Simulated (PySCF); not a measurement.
CH₂I, charge +2, doublet, geometry from GFN2-xTB of the parent state (a state made from the parent by changing its charge; the spin is typed, not shown lowest) (all electrons, no relativity); BLYP/6-311G** run with PySCF.

PySCF was given this input:
```python
from pyscf import gto, scf, dft

mol = gto.Mole()
mol.atom = '''
    C    -1.76238477   -0.01833772    0.07881161
    I     0.28516808    0.00308136   -0.00770438
    H    -2.28046389    0.90745591   -0.05339585
    H    -2.25913562   -0.96074191   -0.01114158
'''
mol.basis = '6-311g**'
mol.charge = 2
mol.spin = 1
mol.verbose = 4
mol.build()

mf = dft.ROKS(mol)
mf.xc = 'blyp'
mf.kernel()
```

It wrote (shortened):

```
PySCF version 2.14.0

[INPUT] verbose = 4
[INPUT] num. atoms = 4
[INPUT] num. electrons = 59
[INPUT] charge = 2
[INPUT] spin (= nelec alpha-beta = 2S) = 1
[INPUT] symmetry False subgroup None
[INPUT] Mole.unit = angstrom
[INPUT] Symbol           X                Y                Z      unit          X                Y                Z       unit  Magmom
[INPUT]  1 C     -1.762384770000  -0.018337720000   0.078811610000 AA   -3.330424541405  -0.034653268549   0.148932358336 Bohr   0.0
[INPUT]  2 I      0.285168080000   0.003081360000  -0.007704380000 AA    0.538889570668   0.005822926491  -0.014559168160 Bohr   0.0
[INPUT]  3 H     -2.280463890000   0.907455910000  -0.053395850000 AA   -4.309452189060   1.714843140018  -0.100903532688 Bohr   0.0
[INPUT]  4 H     -2.259135620000  -0.960741910000  -0.011141580000 AA   -4.269147600049  -1.815539086292  -0.021054534795 Bohr   0.0

nuclear repulsion = 108.946913309487
number of shells = 40
number of NR pGTOs = 133
number of NR cGTOs = 92
basis = 6-311g**
ecp = {}

******** <class 'pyscf.dft.roks.ROKS'> ********
method = ROKS
initial guess = minao
damping factor = 0
level_shift factor = 0
DIIS = <class 'pyscf.scf.diis.CDIIS'>
diis_start_cycle = 1
diis_space = 8
diis_damp = 0
SCF conv_tol = 1e-09
SCF conv_tol_grad = None
SCF max_cycles = 50
direct_scf = True
direct_scf_tol = 1e-13
num. doubly occ = 29  num. singly occ = 1
XC library pyscf.dft.libxc version 7.1.2
    S. Lehtola, C. Steigemann, M. J. T. Oliveira, and M. A. L. Marques,  SoftwareX 7, 1–5 (2018)
XC functionals = blyp
    A. D. Becke,  Phys. Rev. A 38, 3098 (1988)
    C. Lee, W. Yang, and R. G. Parr,  Phys. Rev. B 37, 785 (1988)
    B. Miehlich, A. Savin, H. Stoll, and H. Preuss,  Chem. Phys. Lett. 157, 200 (1989)
radial grids:
    Treutler-Ahlrichs [JCP 102, 346 (1995); DOI:10.1063/1.469408] (M4) radial grids

becke partition: Becke, JCP 88, 2547 (1988); DOI:10.1063/1.454033
pruning grids: <function nwchem_prune>
grids dens level: 3
symmetrized grids: False
atomic radii adjust function: <function treutler_atomic_radii_adjust>
small_rho_cutoff = 0
Set gradient conv threshold to 3.16228e-05
tot grids = 55696
init E= -6921.26318617104
  HOMO = -0.237804077874564  LUMO = -0.179935155706127  gap/eV = 1.57469
cycle= 1 E= -6957.43051560412  delta_E= -36.2  |g|= 7.34  |ddm|= 2.31
  HOMO = -0.844022406933608  LUMO = -0.663020634763776  gap/eV = 4.92531
cycle= 2 E= -6956.4793157763  delta_E= 0.951  |g|= 3.53  |ddm|= 2.28

WARN: HOMO -0.571085383747412 >= LUMO -0.61102855621807

cycle= 3 E= -6953.97347152904  delta_E= 2.51  |g|= 3.38  |ddm|=  3.8
  HOMO = -0.77472416099062  LUMO = -0.575193108836413  gap/eV = 5.42952
cycle= 4 E= -6957.53117373525  delta_E= -3.56  |g|= 0.893  |ddm|= 3.27

WARN: HOMO -0.710722237889787 >= LUMO -0.754213522244681

cycle= 5 E= -6957.01495725925  delta_E= 0.516  |g|= 1.33  |ddm|= 1.42
  HOMO = -0.788403312313104  LUMO = -0.682056637723223  gap/eV = 2.89384
cycle= 6 E= -6957.83774051745  delta_E= -0.823  |g|= 0.106  |ddm|= 1.19
  HOMO = -0.775798174745724  LUMO = -0.68420722859395  gap/eV = 2.49232
cycle= 7 E= -6957.84049940846  delta_E= -0.00276  |g|= 0.0538  |ddm|= 0.0888
  HOMO = -0.778117951007624  LUMO = -0.684813144670822  gap/eV = 2.53895
cycle= 8 E= -6957.84100519624  delta_E= -0.000506  |g|= 0.0332  |ddm|= 0.0329
  HOMO = -0.778717607589257  LUMO = -0.683383467445061  gap/eV = 2.59417
cycle= 9 E= -6957.84137049329  delta_E= -0.000365  |g|= 0.00924  |ddm|= 0.0176
  HOMO = -0.779112240414283  LUMO = -0.68265083621866  gap/eV = 2.62485
cycle= 10 E= -6957.84140024844  delta_E= -2.98e-05  |g|= 0.00154  |ddm|= 0.00678
  HOMO = -0.77903753749342  LUMO = -0.682645357395067  gap/eV = 2.62296
cycle= 11 E= -6957.84140091816  delta_E= -6.7e-07  |g|= 0.000713  |ddm|= 0.00175
  HOMO = -0.779077737277899  LUMO = -0.682639474747252  gap/eV = 2.62422
cycle= 12 E= -6957.84140110084  delta_E= -1.83e-07  |g|= 4.57e-05  |ddm|= 0.000554
  HOMO = -0.779086204292575  LUMO = -0.682642808232134  gap/eV = 2.62436
cycle= 13 E= -6957.84140110103  delta_E= -1.95e-10  |g|= 3.07e-05  |ddm|= 5.63e-05
  HOMO = -0.779078421003311  LUMO = -0.682646631957393  gap/eV = 2.62404
Extra cycle  E= -6957.84140109619  delta_E= 4.84e-09  |g|= 0.000122  |ddm|= 0.000108
converged SCF energy = -6957.84140109619
```
